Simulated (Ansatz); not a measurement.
System: C4H10O, net charge 0, singlet state. 
Structure (B3LYP-D3(BJ)/def2-TZVP (Ansatz, a quantum-chemistry and plane-wave program) minimum search):
SMILES: CC(C)CO
```xyz
15

C     -1.6569    -0.7964    -0.3856
C     -0.5228     0.0477     0.1947
C     -0.4662     1.4303    -0.4530
C      0.8014    -0.6876     0.0491
O      1.8200     0.0545     0.7163
H     -2.6169    -0.2924    -0.2622
H     -1.7250    -1.7709     0.1027
H     -1.5095    -0.9663    -1.4559
H     -0.6973     0.1753     1.2686
H     -0.3111     1.3425    -1.5325
H      0.3503     2.0219    -0.0410
H     -1.4004     1.9726    -0.2940
H      0.7135    -1.6921     0.4817
H      1.0401    -0.8001    -1.0178
H      2.6631    -0.3907     0.5888
```
Charge 0, spin multiplicity 1.

Wanted: vertical ionisation energy (to the doublet state of charge +1; each state is the SCF solution reached for its spin), in eV. Valence correlation only, unless marked. Open shells are spin-unrestricted. No spin-orbit coupling. No relativistic terms. Basis-set limits of correlation are two-point, X^-3; Hartree-Fock from the larger set. [CCSD(T)-MP2]/basis is that difference in the basis named.

RI-MP2/CBS(aug-cc-pVTZ,aug-cc-pVQZ)+[CCSD(T)-MP2]/aug-cc-pVTZ (Ansatz) gives 10.76 eV.

Q: Another calculation gave 9.92 eV. Which level was it?
A. B3LYP/def2-TZVPD (Ansatz)
B. wB97X-V/def2-TZVPD (Ansatz)
C. SVWN5/def2-TZVPD (Ansatz)
D. PBE/def2-TZVPD (Ansatz)

A: C, SVWN5/def2-TZVPD (Ansatz). The others give 10.47 (wB97X-V), 9.80 (PBE), 10.26 (B3LYP) eV.
